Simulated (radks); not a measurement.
Fractional charge and spin in the 5p shell of ytterbium: the spin-up occupation runs from 2 to 3 and the spin-down occupation from 2 to 3; the fullest corner is Yb+, [Kr] 4d10 4f14 5s2 6s(up 0.5, down 0.5) 5p(up 3, down 3). All-electron calculation, scalar-relativistic Kohn-Sham, PBE, spin-polarised, spherical densities, finite nucleus; Fermi nuclear charge, rms radius of each element as measured or else 0.836 A^(1/3) + 0.57 fm. Program: a radial shooting solver on a logarithmic mesh with Libxc functionals. Energy (eV) minus the two flat planes that join the four corners (they meet along the diagonal where the two added fractions sum to one electron); zero is where a piecewise linear energy would lie.

| down \ up | 2 | 2.25 | 2.5 | 2.75 | 3 |
|---|---|---|---|---|---|
| 2 | 0.000 | -1.273 | -1.689 | -1.261 | 0.000 |
| 2.25 | -1.273 | -1.630 | -1.146 | 0.169 | -1.175 |
| 2.5 | -1.689 | -1.146 | 0.226 | -1.065 | -1.556 |
| 2.75 | -1.261 | 0.169 | -1.065 | -1.502 | -1.158 |
| 3 | 0.000 | -1.175 | -1.556 | -1.158 | 0.000 |

Corners above the fullest one (they belong to Yb2+ and the next ion): (up 3, down 2) 40.300 eV, (up 2, down 3) 40.300 eV, (up 2, down 2) 94.505 eV. With half an added electron in each spin the energy lies 0.226 eV from the planes, and with half an added electron in spin up alone -1.689 eV. The planes are only a guide here: the flat-plane condition holds for ground states with one frontier orbital, while this shell lies below other occupied shells, so the corners above the fullest one are inner-hole states and not the ground states of those ions.
